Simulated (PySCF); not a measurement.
Copper: a sound run and one with changed settings

Sound run: Cu⁺ [Ar] 3d10, Cu²⁺ [Ar] 3d9. All numbers are calculated (PySCF 2.14, the spin-free X2C one-electron Hamiltonian (Gaussian nucleus), in Sapporo-DKH3-DZP-2012 (6s4p3d1f, 40 functions)). In the sound run the correlated levels freeze [Ar]. The sound run starts from symmetry-adapted Hartree-Fock orbitals and uses a fine grid where one is needed.

Changed run: no relativity, point nucleus. This setting is unsound on purpose.

| species | method | sound run (hartree) | changed run (hartree) | converged |
| --- | --- | --- | --- | --- |
| Cu⁺ | UHF | -1652.86827 | -1631.38145 | yes |
| Cu⁺ | r2SCAN | -1654.40554 | -1632.92823 | yes |
| Cu⁺ | PBE0 | -1654.19964 | -1632.72200 | yes |
| Cu⁺ | MP2 | -1653.26318 | -1631.77069 | yes |
| Cu²⁺ | UHF | -1652.23120 | -1630.73249 | yes |
| Cu²⁺ | r2SCAN | -1653.65156 | -1632.16447 | yes |
| Cu²⁺ | PBE0 | -1653.44979 | -1631.96185 | yes |
| Cu²⁺ | MP2 | -1652.50061 | -1630.99816 | yes |

Ionisation energy of Cu⁺:

```tsv
method	sound run (eV)	changed run (eV)
UHF	17.335	17.659
r2SCAN	20.517	20.783
PBE0	20.404	20.685
MP2	20.750	21.022
SCS-MP2	20.318	20.594
```

Most of the change in total energy is the relativistic energy itself. On top of that the contraction fixes the core shape for the Hamiltonian it was made with, so the changed run is not a good calculation with the other Hamiltonian either.

For comparison, NIST gives 20.292 eV between the lowest levels.
